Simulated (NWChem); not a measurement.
# C$_{3}$H$_{6}$OSi; SMILES [SiH2]1C=C(O1)C

```xyz
11

C      0.0745     2.1992     0.0000
C     -0.1046     0.7275     0.0000
C     -1.1982    -0.0783     0.0000
Si     0.0249    -1.4429     0.0000
O      1.0470    -0.0323     0.0000
H      0.6554     2.5022     0.8854
H      0.6554     2.5022    -0.8854
H     -0.8913     2.7195     0.0000
H     -2.2477     0.2029     0.0000
H      0.2365    -2.2791     1.2153
H      0.2365    -2.2791    -1.2153
```
Atoms are numbered in this order, from 1.

Computed with NWChem. Coordinates come from a PBE0/def2-SVP optimisation. Vertical excitations in the gas phase; the lowest state need not have the same character in each row.

```json
[
 {"level": "PBE/def2-SVP, full TDDFT", "lowest excitation, singlet (eV)": "4.73", "oscillator strength of that lowest state": "0.001", "lowest state with f > 0.02, singlet (eV)": "5.61", "oscillator strength of that bright state": "0.090", "orbital gap (eV)": "4.64"},
 {"level": "B3LYP/def2-SVP, full TDDFT", "lowest excitation, singlet (eV)": "5.17", "oscillator strength of that lowest state": "0.001", "lowest state with f > 0.02, singlet (eV)": "5.90", "oscillator strength of that bright state": "0.124", "orbital gap (eV)": "6.36"},
 {"level": "PBE0/def2-SVP, full TDDFT", "lowest excitation, singlet (eV)": "5.32", "oscillator strength of that lowest state": "0.001", "lowest state with f > 0.02, singlet (eV)": "5.99", "oscillator strength of that bright state": "0.129", "orbital gap (eV)": "6.83"},
 {"level": "LDA (Slater exchange, VWN5)/def2-SVP, full TDDFT", "lowest excitation, singlet (eV)": "4.66", "oscillator strength of that lowest state": "0.001", "lowest state with f > 0.02, singlet (eV)": "5.62", "oscillator strength of that bright state": "0.090", "orbital gap (eV)": "4.56"}
]
```
